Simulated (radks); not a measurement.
The numbers below are computed, except where a source is named.
Question: The holmium ion Ho2+, 65 electrons, occupied as [Kr] 4d10 4f11 5s2 5p5 5d1 (not the ground configuration). Code: a radial shooting solver on a logarithmic mesh with Libxc functionals. Model: scalar-relativistic Kohn-Sham, PBE, spin-polarised, spherical densities, finite nucleus; open shells are filled with parallel spins first (spin-orbit coupling, left out, can overturn this in heavy ions); Fermi nuclear charge, rms radius 5.2022 fm. Some entries of the table are withheld. Estimate them.

orbital,occ.,eigenvalue (Ry),r(max) (bohr),<r^2> (bohr^2)
1s up,1,-4079.553,0.01312,0.0005883
1s down,1,-4079.548,0.01312,0.0005883
2s up,1,-683.4369,0.07462,0.009170
2s down,1,-683.4300,0.07462,0.009170
2p up,3,-605.6788,0.06061,0.007440
2p down,3,-605.6712,0.06061,0.007440
3s up,1,-153.6341,0.2113,0.06039
3s down,1,-153.5420,0.2112,0.06035
3p up,3,-129.8646,0.2077,0.06073
3p down,3,-129.7719,0.2077,0.06068
3d up,5,-99.68036,0.1696,0.05074
3d down,5,-99.60787,0.1696,0.05068
4s up,1,-31.42847,0.4838,0.3041
4s down,1,-31.22792,0.4838,0.3041
4p up,3,-23.60748,0.5056,0.3446
4p down,3,-23.40925,0.5056,0.3446
4d up,5,-13.03899,0.5231,0.4135
4d down,5,-12.84078,0.5231,0.4136
5s up,1,-5.02729,1.132,(1)
5s down,1,-4.84031,1.133,(2)
5p up,3,-3.19260,1.291,2.510
5p down,2,-3.01814,1.294,2.552
4f up,7,-1.56591,0.5239,0.9088
4f down,4,-1.36696,0.5244,0.9381
5d up,1,-1.15060,(3),(4)
5d down,0,-1.02534,(5),(6)

Answer: 
(1) 5s up <r^2> (bohr^2): 1.805
(2) 5s down <r^2> (bohr^2): 1.817
(3) 5d up r(max) (bohr): 1.825
(4) 5d up <r^2> (bohr^2): 6.255
(5) 5d down r(max) (bohr): 1.870
(6) 5d down <r^2> (bohr^2): 6.718
